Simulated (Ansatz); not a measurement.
Geometry optimisation, Ansatz 0.2.0, RKS PBE-D4/6-31G*.

Input:

```yaml
crystal:
  periodic: [false, false, false]
  atoms:
    - { symbol: B, position_ang: [0.02317, 1.98911, -0.7231] }
    - { symbol: Al, position_ang: [0.1349, 0.03024, -0.01629] }
    - { symbol: B, position_ang: [-0.76448, -1.71503, 0.69876] }
    - { symbol: O, position_ang: [1.77184, -0.29059, -0.02106] }
    - { symbol: H, position_ang: [-0.28788, 2.23549, -1.83425] }
    - { symbol: H, position_ang: [-0.10068, 2.91248, 0.00104] }
    - { symbol: H, position_ang: [-0.83715, -1.9611, 1.85008] }
    - { symbol: H, position_ang: [-0.92735, -2.66687, 0.02128] }
    - { symbol: H, position_ang: [2.70607, -0.45552, -0.03136] }
basis:
  gaussian: { orbitals: "6-31G*" }
hamiltonian:
  xc: pbe
  dispersion: d4
relax:
  f_tol: 0.015
  max_steps: 40
output:
  orbitals: {}
```

Launched with:

```bash
$ ansatz run input.yaml --threads 1 --pin off --max-ram 2048MiB --backend cpu --events-out ev --progress --plain --runs-dir out
```

Where does it end, and by what steps?

It converged. After 19 steps the energy has fallen by 0.582 eV; H9 moved furthest, 0.60 Å.

| step | energy less start (eV) | largest force component (eV/Å) | accepted |
| --- | --- | --- | --- |
| 0 | 0.0000 | 1.452 | yes |
| 1 | -0.2533 | 0.639 | yes |
| 2 | -0.2919 | 0.372 | yes |
| 3 | -0.3212 | 0.133 | yes |
| 4 | -0.3395 | 0.272 | yes |
| 5 | -0.3477 | 0.204 | yes |
| 6 | -0.3602 | 0.205 | yes |
| 7 | -0.3745 | 0.318 | yes |
| 8 | -0.4179 | 1.109 | yes |
| 9 | -0.3629 | 3.198 | no |
| 10 | -0.4793 | 0.816 | yes |
| 11 | -0.5210 | 0.691 | yes |
| 12 | -0.5547 | 0.667 | yes |
| 13 | -0.5734 | 0.129 | yes |
| 14 | -0.5346 | 0.492 | no |
| 15 | -0.5789 | 0.036 | yes |
| 16 | -0.5793 | 0.208 | yes |
| 17 | -0.5802 | 0.250 | yes |
| 18 | -0.5816 | 0.057 | yes |
| 19 | -0.5817 | 0.004 | yes |

```xyz
9
Properties=species:S:1:pos:R:3
B -0.079 1.810 -0.648
Al 0.540 -0.131 0.021
B -0.802 -1.662 0.688
O 2.227 -0.582 0.052
H -0.369 2.047 -1.799
H -0.218 2.753 0.099
H -1.159 -1.768 1.840
H -1.307 -2.462 -0.065
H 2.886 0.073 -0.242
```

Whether the end is a true minimum wasn't checked by a vibrational analysis.

Run time: 53 s on 1 thread of Arm Neoverse V1, with other jobs on the host, peak memory 0.14 GiB.
